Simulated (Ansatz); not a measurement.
The multiplicity is imposed and other spin states were not computed.

Computed with Ansatz (a first-principles code) with r2SCAN-D4/def2-SVP. No frequencies were computed at this level.

Ansatz 0.2 input:
```yaml
crystal:
  periodic: [false, false, false]
  atoms:
    - { symbol: Ag, position_ang: [-0.013782, 0.035173, 0.004577] }
    - { symbol: N, position_ang: [0.808529, -2.063387, -0.26846] }
    - { symbol: H, position_ang: [1.555823, -2.089949, -0.954054] }
    - { symbol: H, position_ang: [0.094022, -2.710941, -0.583651] }
    - { symbol: H, position_ang: [1.186097, -2.436506, 0.596073] }
    - { symbol: C, position_ang: [-0.746856, 1.905994, 0.247981] }
    - { symbol: N, position_ang: [-1.164635, 2.972181, 0.3867] }
basis:
  gaussian: { orbitals: def2-svp }
hamiltonian:
  xc: r2scan
  dispersion: d4
relax:
  max_steps: 150
```

Output:

```
Functional definition: r2SCAN
958 factors; their error is unknown
mean field evaluation 1: about -8051.9247 eV, gradient 6.3e1 eV
mean field evaluation 2: about -8024.7111 eV, gradient 1.2e2 eV
mean field evaluation 4: about -8060.9461 eV, gradient 8.4e0 eV
mean field evaluation 8: about -8061.0943 eV, gradient 8.0e-2 eV
mean field evaluation 16: about -8061.0610 eV, gradient 3.4e-5 eV
mean field -8061.06097904 eV, -296.2385269965 hartree, gradient 3.4e-5 eV, S^2 0.000000; 0 other end points of the search recorded, 0 dependent functions left out
reference -8061.06099599 eV, -296.2385276192 hartree; 21, 21 occupied and 67, 67 virtual orbitals, 958 factors
relax step   1: F+E_penalty+E_count = -8061.08816555 eV  Δ(F+E_penalty+E_count) = +0.000e0 eV  max|allowed force component| = 2.279e0 eV/Å  Δτ_max = 0.0000 Å  (29 SCF iters, accepted)
these checks for a lower state are left out or cut short: starts, cluster_reference, orbital_swaps, neighbouring_geometries, increment
958 factors; their error is unknown
mean field -8061.12700843 eV, -296.2409535316 hartree, gradient 2.5e-5 eV, S^2 0.000000; 0 other end points of the search recorded, 0 dependent functions left out
reference -8061.12702552 eV, -296.2409541596 hartree; 21, 21 occupied and 67, 67 virtual orbitals, 958 factors
relax step   2: F+E_penalty+E_count = -8061.15462650 eV  Δ(F+E_penalty+E_count) = -6.646e-2 eV  max|allowed force component| = 2.204e-1 eV/Å  Δτ_max = 0.0771 Å  (31 SCF iters, accepted)
these checks for a lower state are left out or cut short: starts, cluster_reference, orbital_swaps, neighbouring_geometries, increment
958 factors; their error is unknown
mean field evaluation 32: about -8061.1286 eV, gradient 2.0e-5 eV
mean field -8061.12859827 eV, -296.2410119573 hartree, gradient 2.0e-5 eV, S^2 0.000000; 0 other end points of the search recorded, 0 dependent functions left out
reference -8061.12861539 eV, -296.2410125864 hartree; 21, 21 occupied and 67, 67 virtual orbitals, 958 factors
relax step   3: F+E_penalty+E_count = -8061.15629555 eV  Δ(F+E_penalty+E_count) = -1.669e-3 eV  max|allowed force component| = 4.958e-2 eV/Å  Δτ_max = 0.0132 Å  (31 SCF iters, accepted)
these checks for a lower state are left out or cut short: starts, cluster_reference, orbital_swaps, neighbouring_geometries, increment
958 factors; their error is unknown
mean field -8061.12870024 eV, -296.2410157047 hartree, gradient 1.5e-5 eV, S^2 0.000000; 0 other end points of the search recorded, 0 dependent functions left out
reference -8061.12871735 eV, -296.2410163335 hartree; 21, 21 occupied and 67, 67 virtual orbitals, 958 factors
relax step   4: F+E_penalty+E_count = -8061.15639543 eV  Δ(F+E_penalty+E_count) = -9.989e-5 eV  max|allowed force component| = 1.989e-2 eV/Å  Δτ_max = 0.0017 Å  (25 SCF iters, accepted)
these checks for a lower state are left out or cut short: starts, cluster_reference, orbital_swaps, neighbouring_geometries, increment
958 factors; their error is unknown
mean field -8061.12872497 eV, -296.2410166134 hartree, gradient 1.1e-5 eV, S^2 0.000000; 0 other end points of the search recorded, 0 dependent functions left out
reference -8061.12874207 eV, -296.2410172419 hartree; 21, 21 occupied and 67, 67 virtual orbitals, 958 factors
relax step   5: F+E_penalty+E_count = -8061.15641828 eV  Δ(F+E_penalty+E_count) = -2.285e-5 eV  max|allowed force component| = 8.369e-4 eV/Å  Δτ_max = 0.0012 Å  (23 SCF iters, accepted)
958 factors; their error is unknown
mean field evaluation 64: about -8061.1287 eV, gradient 6.8e-5 eV
mean field -8061.12872497 eV, -296.2410166134 hartree, gradient 1.1e-5 eV, S^2 0.000000; 1 other end points of the search recorded, 0 dependent functions left out
reference -8061.12874207 eV, -296.2410172419 hartree; 21, 21 occupied and 67, 67 virtual orbitals, 958 factors
Total energy: -8061.15643539 eV, -296.2420349524 hartree
Atom 0 at     0.005423    -0.013836    -0.001801 Å, force     0.000275    -0.000702    -0.000092 eV/Å
Atom 1 at     0.787338    -2.009312    -0.261430 Å, force    -0.000094     0.000240     0.000032 eV/Å
Atom 2 at     1.540673    -2.041025    -0.951409 Å, force     0.000663     0.000095    -0.000636 eV/Å
Atom 3 at     0.070896    -2.665405    -0.578984 Å, force    -0.000726    -0.000495    -0.000284 eV/Å
Atom 4 at     1.168921    -2.389452     0.607175 Å, force     0.000312    -0.000234     0.000837 eV/Å
Atom 5 at    -0.715174     1.825145     0.237466 Å, force    -0.000162     0.000416     0.000056 eV/Å
Atom 6 at    -1.138879     2.906450     0.378149 Å, force    -0.000267     0.000680     0.000087 eV/Å
Dipole moment:     0.853605    -2.178420    -0.283423 e Å
```

Cost: very roughly 21 core-seconds.
